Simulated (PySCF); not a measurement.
**BBr₃ + HBr → BH + 2 Br₂**

Level: B3LYP in the def2-SVP basis family, all electrons, no relativity, computed in PySCF with density fitting; open shells unrestricted.

```
species              state and structure       E (Eh)  ZPE (kJ/mol)  H(298 K) − H(0) (kJ/mol)  S° (J/(mol K))
   BBr₃  singlet, D3h, B–Br 1.912 Å (×3)  -7746.54902          15.6                      15.7           324.3
    HBr       singlet, C∞v, H–Br 1.428 Å  -2574.47304          15.8                       8.7           198.6
     BH        singlet, C∞v, B–H 1.248 Å    -25.26830          14.1                       8.7           172.1
    Br₂      singlet, D∞h, Br–Br 2.331 Å  -5147.72869           1.8                       9.8           245.8
```

**Question.** What is the electronic reaction energy?

**Answer.** At B3LYP/def2-SVP, ΔE = 778.1 kJ/mol from the differences of the total energies times 2625.5, uphill. 

**Question.** Add zero-point, thermal and entropy terms for 298.15 K and 1 bar.

**Answer.** ΔZPE = -13.7 and Δ[H(298) − H(0)] = 3.9 kJ/mol give ΔH° = 768.3 kJ/mol. ΔS° = 140.8 J/(mol K), so ΔG° = 768.3 − 298.15 × (0.1408) = 726 kJ/mol.

The structures come from searches over a few start shapes, so lower isomers are not excluded.
